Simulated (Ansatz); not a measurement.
Basis-set extrapolation for AlFH₄OSi (`[OH][Al]([F])[SiH3]`) (PBE0-D4/def2-TZVP geometry, frozen core, Ansatz). Multiplicity 1, RHF reference.

```json
{"": "HF", "def2-TZVPP": "-707.720059", "def2-QZVPP": "-707.745143"}
{"": "MP2 correlation", "def2-TZVPP": "-0.694946", "def2-QZVPP": "-0.755014"}
{"": "CCSD(T) correlation", "def2-TZVPP": "-0.747980", "def2-QZVPP": "not run"}
```

Energies in hartree. Use E(X) = E(∞) + A·exp(−7.88·√X) for Hartree–Fock and E(X) = E(∞) + B·X^(−2.97) for correlation, with X = 3 and 4, and add CCSD(T) minus MP2 of the smaller set to the MP2 limit.

Task: What is the CCSD(T) energy at the basis-set limit?

Result: HF limit: -707.745143 + (-0.025084) × 0.13774 = -707.74860. MP2 limit: -0.755014 + (-0.060068) × 0.74074 = -0.79951. Higher-order term: -0.747980 − (-0.694946) = -0.05303. Total: -708.60114 hartree, 349.5 kJ/mol below CCSD(T)/def2-TZVPP.
